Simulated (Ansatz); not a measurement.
Ansatz (an electronic-structure program) input (B3LYP-D3(BJ)/def2-TZVP):

Ansatz 0.2 input:
```yaml
crystal:
  periodic: [false, false, false]
  atoms:
    - {symbol: Sc, position_ang: [-0.00000000, -0.00000000, -1.49384101]}
    - {symbol: Br, position_ang: [0.00000000, 0.00000000, 0.89630461]}
basis:
  gaussian:
    orbitals: def2-TZVP
hamiltonian:
  xc: b3lyp
  dispersion: d3bj
phonons: {temperatures: {t_min: 298.15, t_max: 298.15, t_step: 100}}
```

Output:

```
Functional definition: B3LYP
integrals: 0.04 GiB planned
818 factors; integrals over basis functions are off by at most 3.8e-4 eV
mean field: 0.35 GiB planned
mean field evaluation 1: about -90746.5655 eV, gradient 1.8e1 eV
mean field evaluation 2: about -90745.9445 eV, gradient 2.5e1 eV
mean field evaluation 4: about -90747.4852 eV, gradient 3.2e0 eV
mean field evaluation 8: about -90747.5126 eV, gradient 1.3e-1 eV
mean field evaluation 16: about -90747.5127 eV, gradient 9.2e-5 eV
mean field -90747.51265738 eV, -3334.9095792852 hartree, gradient 2.4e-5 eV, S^2 0.000000; 1 other end points of the search recorded, 0 dependent functions left out
the calculation of the forces begins
reference -90747.51283912 eV, -3334.9095859643 hartree; 28, 28 occupied and 65, 65 virtual orbitals, 818 factors
these checks for a lower state are left out or cut short: stability, starts, cluster_reference, orbital_swaps, neighbouring_geometries, increment
integrals: 0.04 GiB planned
818 factors; integrals over basis functions are off by at most 3.8e-4 eV
mean field: 0.35 GiB planned
mean field -90747.51265737 eV, -3334.9095792852 hartree, gradient 1.4e-6 eV, S^2 0.000000; 0 other end points of the search recorded, 0 dependent functions left out
the calculation of the forces begins
reference -90747.51283912 eV, -3334.9095859643 hartree; 28, 28 occupied and 65, 65 virtual orbitals, 818 factors
these checks for a lower state are left out or cut short: stability, starts, cluster_reference, orbital_swaps, neighbouring_geometries, increment
integrals: 0.04 GiB planned
818 factors; integrals over basis functions are off by at most 3.8e-4 eV
mean field: 0.35 GiB planned
mean field evaluation 32: about -90747.5126 eV, gradient 6.0e-2 eV
mean field -90747.51265737 eV, -3334.9095792852 hartree, gradient 1.4e-6 eV, S^2 0.000000; 0 other end points of the search recorded, 0 dependent functions left out
the calculation of the forces begins
reference -90747.51283912 eV, -3334.9095859643 hartree; 28, 28 occupied and 65, 65 virtual orbitals, 818 factors
these checks for a lower state are left out or cut short: stability, starts, cluster_reference, orbital_swaps, neighbouring_geometries, increment
integrals: 0.04 GiB planned
818 factors; integrals over basis functions are off by at most 3.8e-4 eV
mean field: 0.35 GiB planned
mean field -90747.51265737 eV, -3334.9095792852 hartree, gradient 1.4e-6 eV, S^2 0.000000; 0 other end points of the search recorded, 0 dependent functions left out
the calculation of the forces begins
reference -90747.51283912 eV, -3334.9095859643 hartree; 28, 28 occupied and 65, 65 virtual orbitals, 818 factors
these checks for a lower state are left out or cut short: stability, starts, cluster_reference, orbital_swaps, neighbouring_geometries, increment
integrals: 0.04 GiB planned
818 factors; integrals over basis functions are off by at most 3.8e-4 eV
mean field: 0.35 GiB planned
mean field -90747.51265737 eV, -3334.9095792852 hartree, gradient 1.4e-6 eV, S^2 0.000000; 0 other end points of the search recorded, 0 dependent functions left out
the calculation of the forces begins
reference -90747.51283912 eV, -3334.9095859643 hartree; 28, 28 occupied and 65, 65 virtual orbitals, 818 factors
these checks for a lower state are left out or cut short: stability, starts, cluster_reference, orbital_swaps, neighbouring_geometries, increment
integrals: 0.04 GiB planned
818 factors; integrals over basis functions are off by at most 3.8e-4 eV
mean field: 0.35 GiB planned
mean field -90747.51262412 eV, -3334.9095780633 hartree, gradient 1.4e-6 eV, S^2 0.000000; 0 other end points of the search recorded, 0 dependent functions left out
the calculation of the forces begins
reference -90747.51280585 eV, -3334.9095847415 hartree; 28, 28 occupied and 65, 65 virtual orbitals, 818 factors
these checks for a lower state are left out or cut short: stability, starts, cluster_reference, orbital_swaps, neighbouring_geometries, increment
integrals: 0.04 GiB planned
818 factors; integrals over basis functions are off by at most 3.8e-4 eV
mean field: 0.35 GiB planned
mean field evaluation 64: about -90747.5126 eV, gradient 1.4e-6 eV
mean field -90747.51261703 eV, -3334.9095778025 hartree, gradient 1.4e-6 eV, S^2 0.000000; 0 other end points of the search recorded, 0 dependent functions left out
the calculation of the forces begins
reference -90747.51279880 eV, -3334.9095844825 hartree; 28, 28 occupied and 65, 65 virtual orbitals, 818 factors
these checks for a lower state are left out or cut short: stability, starts, cluster_reference, orbital_swaps, neighbouring_geometries, increment
integrals: 0.04 GiB planned
818 factors; integrals over basis functions are off by at most 3.8e-4 eV
mean field: 0.35 GiB planned
mean field -90747.51265737 eV, -3334.9095792852 hartree, gradient 1.4e-6 eV, S^2 0.000000; 0 other end points of the search recorded, 0 dependent functions left out
the calculation of the forces begins
reference -90747.51283912 eV, -3334.9095859643 hartree; 28, 28 occupied and 65, 65 virtual orbitals, 818 factors
these checks for a lower state are left out or cut short: stability, starts, cluster_reference, orbital_swaps, neighbouring_geometries, increment
integrals: 0.04 GiB planned
818 factors; integrals over basis functions are off by at most 3.8e-4 eV
mean field: 0.35 GiB planned
mean field -90747.51265737 eV, -3334.9095792852 hartree, gradient 1.4e-6 eV, S^2 0.000000; 0 other end points of the search recorded, 0 dependent functions left out
the calculation of the forces begins
reference -90747.51283912 eV, -3334.9095859643 hartree; 28, 28 occupied and 65, 65 virtual orbitals, 818 factors
these checks for a lower state are left out or cut short: stability, starts, cluster_reference, orbital_swaps, neighbouring_geometries, increment
integrals: 0.04 GiB planned
818 factors; integrals over basis functions are off by at most 3.8e-4 eV
mean field: 0.35 GiB planned
mean field -90747.51265737 eV, -3334.9095792852 hartree, gradient 1.4e-6 eV, S^2 0.000000; 0 other end points of the search recorded, 0 dependent functions left out
the calculation of the forces begins
reference -90747.51283912 eV, -3334.9095859643 hartree; 28, 28 occupied and 65, 65 virtual orbitals, 818 factors
these checks for a lower state are left out or cut short: stability, starts, cluster_reference, orbital_swaps, neighbouring_geometries, increment
integrals: 0.04 GiB planned
818 factors; integrals over basis functions are off by at most 3.8e-4 eV
mean field: 0.35 GiB planned
mean field -90747.51265737 eV, -3334.9095792852 hartree, gradient 1.4e-6 eV, S^2 0.000000; 0 other end points of the search recorded, 0 dependent functions left out
the calculation of the forces begins
reference -90747.51283912 eV, -3334.9095859643 hartree; 28, 28 occupied and 65, 65 virtual orbitals, 818 factors
these checks for a lower state are left out or cut short: stability, starts, cluster_reference, orbital_swaps, neighbouring_geometries, increment
integrals: 0.04 GiB planned
818 factors; integrals over basis functions are off by at most 3.8e-4 eV
mean field: 0.35 GiB planned
mean field evaluation 96: about -90747.5126 eV, gradient 2.5e-5 eV
mean field -90747.51261703 eV, -3334.9095778025 hartree, gradient 1.4e-6 eV, S^2 0.000000; 0 other end points of the search recorded, 0 dependent functions left out
the calculation of the forces begins
reference -90747.51279880 eV, -3334.9095844825 hartree; 28, 28 occupied and 65, 65 virtual orbitals, 818 factors
these checks for a lower state are left out or cut short: stability, starts, cluster_reference, orbital_swaps, neighbouring_geometries, increment
integrals: 0.04 GiB planned
818 factors; integrals over basis functions are off by at most 3.8e-4 eV
mean field: 0.35 GiB planned
mean field -90747.51262412 eV, -3334.9095780633 hartree, gradient 1.4e-6 eV, S^2 0.000000; 0 other end points of the search recorded, 0 dependent functions left out
the calculation of the forces begins
reference -90747.51280585 eV, -3334.9095847415 hartree; 28, 28 occupied and 65, 65 virtual orbitals, 818 factors
Total energy: -90747.60184747 eV, -3334.9128569606 hartree
Atom 0 at    -0.000000    -0.000000    -1.493841 Å, force     0.000000    -0.000000     0.000939 eV/Å
Atom 1 at     0.000000     0.000000     0.896305 Å, force    -0.000000    -0.000000    -0.000939 eV/Å
Dipole moment:    -0.000000     0.000000    -0.680419 e Å
Vibrations: 333.82 cm⁻¹, zero-point energy 0.020694 eV
```
